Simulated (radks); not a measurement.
Task: Mo2+, configuration [Kr] 4d4. Calculated with a radial shooting solver on a logarithmic mesh with Libxc functionals: non-relativistic Kohn-Sham, PBEsol, spin-polarised, spherical densities, point nucleus; open shells are filled with parallel spins first (spin-orbit coupling, left out, can overturn this in heavy ions); relativity is left out, which matters for an element this heavy. Some entries of the table are withheld. Estimate them.

orbital,occ.,eigenvalue (eV),<r^2> (bohr^2),r(max) (bohr)
1s down,1,-19331.76,0.001765,0.02402
1s up,1,-19331.75,0.001765,0.02402
2s up,1,-2700.429,0.02964,0.1342
2s down,1,-2699.942,0.02963,0.1342
2p up,3,-2489.137,0.02257,0.1056
2p down,3,-2488.780,0.02256,0.1056
3s up,1,-472.9043,0.2227,0.3948
3s down,1,-472.6390,0.2226,0.3949
3p up,3,-391.7438,0.2211,0.3821
3p down,3,-391.4403,0.2209,0.3822
3d up,5,-242.9520,0.2067,0.3223
3d down,5,-242.4959,0.2064,0.3225
4s up,1,-80.0453,1.458,1.015
4s down,1,-77.4614,1.441,1.010
4p up,3,(1),1.763,1.082
4p down,3,(2),1.742,1.075
4d up,4,(3),3.406,1.341
4d down,0,(4),3.512,1.328

Result: 
(1) 4p up eigenvalue (eV): -56.9724
(2) 4p down eigenvalue (eV): -54.1941
(3) 4d up eigenvalue (eV): -22.2073
(4) 4d down eigenvalue (eV): -19.2023
